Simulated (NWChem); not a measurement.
System: SiH₂OCl₂; SMILES Cl[SiH](O)Cl

Parts of the log:

```
             Northwest Computational Chemistry Package (NWChem) 7.3.0
             --------------------------------------------------------

                             Geometry "geometry" -> ""
                             -------------------------

 Output coordinates in angstroms (scale by  1.889725989 to convert to a.u.)

  No.       Tag          Charge          X              Y              Z
 ---- ---------------- ---------- -------------- -------------- --------------
    1 Si                  14.0000    -0.42886400     0.41919200     0.00000000
    2 O                    8.0000    -1.89759400    -0.31126800     0.00000000
    3 Cl                  17.0000     0.66266700    -0.12460200     1.65590900
    4 Cl                  17.0000     0.66266700    -0.12460200    -1.65590900
    5 H                    1.0000    -0.65989300     1.87337500     0.00000000
    6 H                    1.0000    -1.93677200    -1.27318300     0.00000000

 Effective nuclear repulsion energy (a.u.)     278.0977688978

  pbe96 is a nonlocal functional; adding pw91lda local functional.

                                 NWChem DFT Module
                                 -----------------

 Summary of "ao basis" -> "ao basis" (spherical)
 ------------------------------------------------------------------------------
       Tag                 Description            Shells   Functions and Types
 ---------------- ------------------------------  ------  ---------------------
 Si                          6-31g*                  8       18   4s3p1d
 O                           6-31g*                  6       14   3s2p1d
 Cl                          6-31g*                  8       18   4s3p1d
 H                           6-31g*                  2        2   2s

 in cosmo_initialize ...
 calling solv_data for solv:octanol

 solvent parameters
 solvname_short: octanol
 solvname_long:  1-octanol
 dielec:        9.8629
 dielecinf:     2.0435
 nonaqueous SMD model solvent descriptors
 dielec:        9.8629
 sola:          0.3700
 solb:          0.4800
 solc:          0.0000
 solg:         39.0100
 solh:          0.0000
 soln:          1.4295

          ---------------
          -cosmo- solvent
          ---------------
 Cosmo: York-Karplus, doi: 10.1021/jp992097l
 dielectric constant -eps-     =   9.86
 screen = (eps-1)/(eps    )    =   0.89861
 surface charge correction     = lagrangian

   van der Waals surface
 --------------------------

[...]

                                COSMO-SMD solvation results
                                ---------------------------

             internal energy in gas <Psi(g)|H|Psi(g)> =     -1285.786282833066
         internal energy in solvent <Psi(s)|H|Psi(s)> =     -1285.785344711770
                               delta internal energy  =         0.000938121296 (    0.59 kcal/mol)
   total free energy in solvent <Psi(s)|H+V/2|Psi(s)> =     -1285.795248167512
 polarization energy contribution <Psi(s)|V/2|Psi(s)> =        -0.009903455742 (   -6.21 kcal/mol)
    total free energy in solvent including G(SMD-CDS) =     -1285.797128621807
                       G(SMD-CDS) energy contribution =        -0.001880454295 (   -1.18 kcal/mol)
     1 M fixed-concentration free energy of solvation =        -0.010845788741 (   -6.81 kcal/mol)

                       DFT Final Molecular Orbital Analysis
                       ------------------------------------

 Vector   27  Occ=2.000000D+00  E=-2.948507D-01
              MO Center=  2.7D-01,  1.7D-01,  6.6D-07, r^2= 4.2D+00
   Bfn.  Coefficient  Atom+Function         Bfn.  Coefficient  Atom+Function
  ----- ------------  ---------------      ----- ------------  ---------------
    40      0.455932  3 Cl py                58      0.455932  4 Cl py
    44      0.242646  3 Cl py                62      0.242646  4 Cl py
    70     -0.229138  5 H  s                 36     -0.178485  3 Cl py
    54     -0.178485  4 Cl py                69     -0.165113  5 H  s
    21      0.151421  2 O  px                 8     -0.118788  1 Si py

 Vector   28  Occ=2.000000D+00  E=-2.942425D-01
              MO Center=  4.1D-01, -8.3D-02, -6.9D-07, r^2= 4.2D+00
   Bfn.  Coefficient  Atom+Function         Bfn.  Coefficient  Atom+Function
  ----- ------------  ---------------      ----- ------------  ---------------
    40      0.389830  3 Cl py                58     -0.389830  4 Cl py
    41      0.315132  3 Cl pz                59      0.315132  4 Cl pz
    44      0.208203  3 Cl py                62     -0.208204  4 Cl py
    23      0.187547  2 O  pz                45      0.169759  3 Cl pz
    63      0.169759  4 Cl pz                36     -0.152973  3 Cl py

 Vector   29  Occ=2.000000D+00  E=-2.792275D-01
              MO Center= -2.0D-01, -1.9D-01, -3.5D-08, r^2= 4.3D+00
   Bfn.  Coefficient  Atom+Function         Bfn.  Coefficient  Atom+Function
  ----- ------------  ---------------      ----- ------------  ---------------
    23      0.386789  2 O  pz                39      0.387194  3 Cl px
    57     -0.387194  4 Cl px                27      0.291142  2 O  pz
    43      0.210212  3 Cl px                61     -0.210212  4 Cl px
    41     -0.200313  3 Cl pz                59     -0.200313  4 Cl pz
    35     -0.150830  3 Cl px                53      0.150830  4 Cl px

 Vector   30  Occ=0.000000D+00  E=-1.498144D-02
              MO Center=  1.9D-01,  1.6D-01, -9.5D-09, r^2= 3.8D+00
   Bfn.  Coefficient  Atom+Function         Bfn.  Coefficient  Atom+Function
  ----- ------------  ---------------      ----- ------------  ---------------
    10      1.097211  1 Si s                  6      0.624005  1 Si s
    11      0.538992  1 Si px                42     -0.529276  3 Cl s
    60     -0.529276  4 Cl s                 45      0.488791  3 Cl pz
    63     -0.488791  4 Cl pz                 7      0.447080  1 Si px
    70     -0.318848  5 H  s                 41      0.310153  3 Cl pz

[...]
```

Level: PBE/6-31G* (spherical d), SMD on the gas-phase geometry. Coordinates come from a PBE0/def2-SVP optimisation. Solvent: 1-octanol.

**Question.** Reconstruct the input file.

**Answer.** This is not unique; one that fits is the input that was run:
```
start job
memory heap 200 mb stack 900 mb global 1100 mb
geometry units angstroms noautosym nocenter noautoz
  Si    -0.428864     0.419192     0.000000
  O     -1.897594    -0.311268     0.000000
  Cl     0.662667    -0.124602     1.655909
  Cl     0.662667    -0.124602    -1.655909
  H     -0.659893     1.873375     0.000000
  H     -1.936772    -1.273183     0.000000
end
basis spherical
  * library 6-31g*
end
dft
  xc xpbe96 cpbe96
  iterations 150
end
cosmo
  do_cosmo_smd true
  solvent octanol
end
task dft energy
```
